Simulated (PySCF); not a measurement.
Species: C₇H₁₀OSi.
InChI=1S/C7H10OSi/c1-3-7-6-9(7)5-4-8-2/h1,4-5,7,9H,6H2,2H3/b5-4-/t7-,9+/m1/s1

Torsions of this conformer, `[CH:1]#[C:2][C@@H:3]1[CH2:4][Si@@H:5]1/[CH:6]=[CH:7]\[O:8][CH3:9]`: C4–Si5–C6–C7 135°, C6–C7–O8–C9 175°.

The closed-shell ground state was solved at several levels (PySCF, density fitting, gas phase, non-relativistic). The structure is a single PBE0-D3(BJ)/def2-SVP conformer in the gas phase; no vibrational or solvent corrections.

```
            level  basis functions  HOMO (eV)  LUMO (eV)  gap (eV)  dipole (D)
    PBE0/pcSseg-1              210      -6.05      -0.41      5.64        3.85
wB97X-D/def2-SVPD              267      -7.82       1.22      9.04        3.72
```

(1) What might HF/pcSseg-1 (210 basis functions) give for the same quantities?

(2) Over all these levels, which gives the widest orbital gap and which the narrowest?

(3) How far do the dipole and the HOMO energy spread over the levels?

## Answers

(1) HOMO -8.35 eV, LUMO 3.14 eV, gap 11.49 eV, dipole 4.32 D.

(2) HF/pcSseg-1 (Hartree–Fock, all exact exchange) has the widest, 11.49 eV, and PBE0/pcSseg-1 (global hybrid, 25 % exact exchange) the narrowest, 5.64 eV. The two share the basis. From the narrowest to the widest the HOMO moves by -2.30 eV and the LUMO by +3.55 eV. The HOMO need not be the same orbital at Hartree–Fock and at DFT levels.

(3) The dipole runs from 3.72 to 4.32 D (mean 3.96 D) and the HOMO from -8.35 to -6.05 eV.
